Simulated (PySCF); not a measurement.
(1Z,3Z)-1,4-dichlorobuta-1,3-diene (C₄H₄Cl₂), SMILES Cl/C=C\C=C/Cl.

Coordinates come from a B3LYP-D3(BJ)/def2-SVP optimisation. One conformer was computed; it need not be the lowest.

Two levels are set side by side: PBE/def2-TZVP (PySCF) and HF/def2-TZVP (PySCF). Same geometry, gas phase. Differences are taken from unrounded values.

| quantity | HF |
|---|---|
| orbital gap (eV) | 11.08 |
| highest occupied level (eV) | -8.98 |
| lowest empty level (eV) | 2.10 |
| mean polarisability (bohr³) | 77.9 |

**Question.** What does PBE give, and how far is it from HF? (An estimate is asked for; the answer gives what the named calculation found.)

**Answer.** 
```json
[
 {"quantity": "orbital gap (eV)", "PBE": "3.39", "PBE minus HF": "-7.70"},
 {"quantity": "highest occupied level (eV)", "PBE": "-5.78", "PBE minus HF": "3.21"},
 {"quantity": "lowest empty level (eV)", "PBE": "-2.39", "PBE minus HF": "-4.49"},
 {"quantity": "mean polarisability (bohr³)", "PBE": "82.0", "PBE minus HF": "4.1"}
]
```

PBE's occupied levels lie high since its potential decays too fast outside the molecule; exact exchange lowers them and widens the gap. Loosely held outer electrons make PBE densities more polarisable. Differences between two approximate levels are no errors against the true value.

Rough cost on one machine, each run with all the roots and properties that it gave: HF against PBE about 1/2.
